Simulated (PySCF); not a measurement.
Spin-rotation constants: `InChI=1S/C8H11N/c1-4-5-6-7-8(2)9-3/h1,7H,3,5-6H2,2H3/b8-7+`

Geometry:
| atom | x (Å) | y (Å) | z (Å) |
| --- | --- | --- | --- |
| C1 | 4.341 | 0.252 | -0.323 |
| C2 | 3.222 | -0.123 | -0.523 |
| C3 | 1.858 | -0.557 | -0.737 |
| C4 | 0.946 | -0.129 | 0.428 |
| C5 | -0.460 | -0.570 | 0.188 |
| C6 | -1.483 | 0.228 | -0.136 |
| C7 | -1.391 | 1.723 | -0.273 |
| N8 | -2.721 | -0.277 | -0.496 |
| C9 | -3.319 | -1.182 | 0.135 |
| H10 | 5.326 | 0.573 | -0.162 |
| H11 | 1.840 | -1.646 | -0.840 |
| H12 | 1.487 | -0.122 | -1.670 |
| H13 | 1.000 | 0.953 | 0.548 |
| H14 | 1.317 | -0.591 | 1.347 |
| H15 | -0.623 | -1.641 | 0.209 |
| H16 | -2.312 | 2.097 | -0.710 |
| H17 | -0.558 | 2.011 | -0.910 |
| H18 | -1.254 | 2.184 | 0.705 |
| H19 | -2.966 | -1.623 | 1.071 |
| H20 | -4.256 | -1.548 | -0.261 |

Method used: GIAO B3LYP/pcSseg-1 magnetisability, rotational g tensor and spin-rotation constants, non-relativistic, gas phase in PySCF 2.14.0. Geometry: GFN2-xTB.

Q: Give the nuclear spin-rotation constants along the inertial axes (H = +C I·J) beside the isotropic shieldings.

A: Rotational constants 4.6598, 0.6429, 0.5931 GHz. A star marks the isotopologue with that one atom substituted, in its own axes.
| atom | isotope | Caa (kHz) | Cbb (kHz) | Ccc (kHz) | mean (kHz) | σ (ppm) |
| --- | --- | --- | --- | --- | --- | --- |
| N8 | 14N | 1.363 | 0.114 | 0.099 | 0.525 | -156.4 |
| H10 | 1H | -0.009 | -0.069 | -0.065 | -0.048 | 30.5 |
| H11 | 1H | -0.511 | 0.019 | -0.062 | -0.185 | 29.5 |
| H12 | 1H | -0.449 | -0.052 | -0.005 | -0.169 | 29.6 |
| H13 | 1H | -0.469 | 0.021 | -0.066 | -0.171 | 29.5 |
| H14 | 1H | -0.429 | -0.050 | -0.006 | -0.162 | 29.6 |
| H15 | 1H | -0.423 | 0.048 | -0.072 | -0.149 | 27.1 |
| H16 | 1H | -0.113 | -0.040 | -0.058 | -0.070 | 29.8 |
| H17 | 1H | -0.080 | -0.057 | -0.044 | -0.060 | 29.4 |
| H18 | 1H | -0.508 | -0.055 | 0.004 | -0.186 | 29.8 |
| H19 | 1H | -0.339 | -0.030 | 0.015 | -0.118 | 24.3 |
| H20 | 1H | 0.257 | -0.057 | -0.043 | 0.052 | 25.2 |
| C1 | 13C* | 0.347 | 0.194 | 0.183 | 0.241 | 110.2 |
| C2 | 13C* | 0.164 | 0.234 | 0.216 | 0.205 | 94.1 |
| C3 | 13C* | 0.673 | 0.109 | 0.092 | 0.291 | 158.8 |
| C4 | 13C* | 0.777 | 0.125 | 0.100 | 0.334 | 146.2 |
| C5 | 13C* | 1.557 | 0.250 | 0.101 | 0.636 | 67.5 |
| C6 | 13C* | 1.932 | 0.300 | 0.121 | 0.785 | 24.5 |
| C7 | 13C* | 0.743 | 0.088 | 0.093 | 0.308 | 162.1 |
| C9 | 13C* | 1.847 | 0.170 | 0.214 | 0.744 | 36.1 |

For the geometry as given, no vibrational averaging.
